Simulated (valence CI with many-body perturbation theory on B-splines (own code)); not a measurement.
Sn⁺: electric-dipole lines

Method: valence CI with perturbative core correlation (CI+MBPT): three valence electrons over a frozen Dirac-Fock core [Kr] 4d10, a basis of 11 s, 11 p, 10 d, 8 f, 5 g, 2 h functions for each j, with the one-electron correlation potential Σ1 (screened to all orders), the two-electron term Σ2, the three-electron term Σ3, Breit, model QED; selected single and double excitations, second order for the rest, scaled by the run's own slope (own B-spline code, finite nucleus).

Set against measurement, 15 paired levels are off by 136 cm⁻¹ on average, the worst by 391. These come from a selection out of the NIST Handbook of Basic Atomic Spectroscopic Data. Levels without a partner in it may be off by more.

Lines 1 to 50 of 228 in falling wavelength, among levels below 108414 cm⁻¹, chosen from the strongest by gf and those to the six lowest levels. Wavelengths and rates use the calculated energies, so an error of 100 cm⁻¹ moves a line at 49650 Å by 5 % and its rate by three times that or more. Electric multipoles are in the length gauge, E1 and E2 with the static RPA response of the core. Weak lines are less certain than strong ones. Lines between different terms over intervals too small for the method are left out, as are lines whose strength nearly cancels. The highest levels of a list are the least certain.

Names give the largest LS component (configuration and term), which can be under half, so a name can repeat, a term be missing and a line seem to break the LS rules; names also repeat where a configuration has a term twice.

```tsv
λ vac (Å)	Upper	Lower	A (s⁻¹)	log gf	Branch %
49650	5s²10s ²S_1/2	5s²9p ²P°_3/2	3.41e+06	0.40	4.4
47040	5s²10s ²S_1/2	5s²9p ²P°_1/2	1.77e+06	0.07	2.3
35670	5s²8p ²P°_1/2	5s²8s ²S_1/2	3.84e+06	0.17	19.6
33460	5s²8p ²P°_3/2	5s²8s ²S_1/2	4.50e+06	0.48	23.0
30040	5s²9s ²S_1/2	5s²8p ²P°_3/2	7.73e+06	0.32	5.9
29230	5s5p² ²S_1/2	5s²6p ²P°_3/2	7.10e+02	-3.74	0.0
28460	5s²9s ²S_1/2	5s²8p ²P°_1/2	4.03e+06	-0.01	3.1
23300	5s5p² ²S_1/2	5s²6p ²P°_1/2	1.22e+02	-4.70	0.0
22860	5s²8d ²D_3/2	5s²8p ²P°_3/2	1.51e+06	-0.32	1.0
22700	5s²8d ²D_5/2	5s²8p ²P°_3/2	9.00e+06	0.62	6.6
21930	5s²8d ²D_3/2	5s²8p ²P°_1/2	7.50e+06	0.34	5.1
19940	5s²6f ²F°_7/2	5s²7d ²D_5/2	1.37e+07	0.81	24.1
19930	5s²6f ²F°_5/2	5s²7d ²D_5/2	9.12e+05	-0.49	1.6
19760	5s²6f ²F°_7/2	5s²5g ²G_7/2	1.31e+04	-2.21	0.0
19760	5s²6f ²F°_7/2	5s²5g ²G_9/2	4.57e+05	-0.67	0.8
19750	5s²6f ²F°_5/2	5s²5g ²G_7/2	4.67e+05	-0.79	0.8
19710	5s²6f ²F°_5/2	5s²7d ²D_3/2	1.28e+07	0.65	22.6
18170	5s²6h ²H°_9/2	5s²5g ²G_7/2	2.65e+07	1.12	97.8
18170	5s²6h ²H°_11/2	5s²5g ²G_9/2	2.71e+07	1.21	100.0
18170	5s²6h ²H°_9/2	5s²5g ²G_9/2	6.03e+05	-0.53	2.2
17700	5s²7p ²P°_1/2	5s²7s ²S_1/2	1.25e+07	0.07	46.5
17000	5s²6g ²G_7/2	5s²5f ²F°_5/2	1.48e+07	0.71	38.2
16990	5s²8d ²D_3/2	5s²5f ²F°_5/2	7.04e+04	-1.91	0.0
16980	5s²6g ²G_9/2	5s²5f ²F°_7/2	1.54e+07	0.82	39.6
16980	5s²6g ²G_7/2	5s²5f ²F°_7/2	5.50e+05	-0.72	1.4
16900	5s²8d ²D_5/2	5s²5f ²F°_5/2	2.52e+03	-3.19	0.0
16880	5s²8d ²D_5/2	5s²5f ²F°_7/2	4.89e+04	-1.90	0.0
16650	5s²7p ²P°_3/2	5s²7s ²S_1/2	1.46e+07	0.38	48.9
16610	5s²9p ²P°_1/2	5s²7d ²D_3/2	1.65e+05	-1.86	0.9
16450	5s²9p ²P°_3/2	5s²7d ²D_5/2	6.61e+04	-1.97	0.4
16300	5s²9p ²P°_3/2	5s²7d ²D_3/2	4.83e+03	-3.11	0.0
16170	5s²8s ²S_1/2	5s²7p ²P°_3/2	2.07e+07	0.21	8.9
15290	5s²8s ²S_1/2	5s²7p ²P°_1/2	1.08e+07	-0.12	4.7
14210	5s²10s ²S_1/2	5s²8p ²P°_3/2	3.32e+06	-0.70	4.3
13850	5s²10s ²S_1/2	5s²8p ²P°_1/2	1.78e+06	-0.99	2.3
13510	4f5s² ²F°_5/2	5s5p² ²P_3/2	1.23e+05	-1.69	0.0
12660	5s²9p ²P°_1/2	5s²8s ²S_1/2	1.64e+05	-2.10	0.9
12480	5s²9p ²P°_3/2	5s²8s ²S_1/2	3.68e+05	-1.46	2.2
12420	5s5p² ²P_1/2	5s²6p ²P°_3/2	9.11e+04	-2.38	0.0
12410	5s²7d ²D_3/2	5s²7p ²P°_3/2	4.65e+06	-0.37	1.6
12320	5s²7d ²D_5/2	5s²7p ²P°_3/2	2.77e+07	0.58	10.4
11880	5s²7d ²D_3/2	5s²7p ²P°_1/2	2.34e+07	0.30	8.1
11210	5s5p² ²P_1/2	5s²6p ²P°_1/2	8.20e+04	-2.51	0.0
10790	5s²5f ²F°_7/2	5s²6d ²D_5/2	4.22e+07	0.77	38.3
10780	5s²5f ²F°_5/2	5s²6d ²D_5/2	2.81e+06	-0.53	2.5
10650	5s²5f ²F°_5/2	5s²6d ²D_3/2	3.96e+07	0.61	35.8
10500	5s5p² ²P_3/2	5s²6p ²P°_3/2	1.92e+04	-2.89	0.0
10320	5s²7p ²P°_1/2	5s5p² ²P_3/2	1.56e+05	-2.30	0.6
9954	5s²7p ²P°_3/2	5s5p² ²P_3/2	3.18e+04	-2.72	0.1
9624	5s5p² ²P_3/2	5s²6p ²P°_1/2	2.39e+05	-1.88	0.0
```

Question: How does gf follow from A for the line at 12320 Å?

Answer: gf = 1.4992 × (2J+1)_upper × A / σ², with σ = 8115 cm⁻¹ and 2J+1 = 6: gf = 3.79.
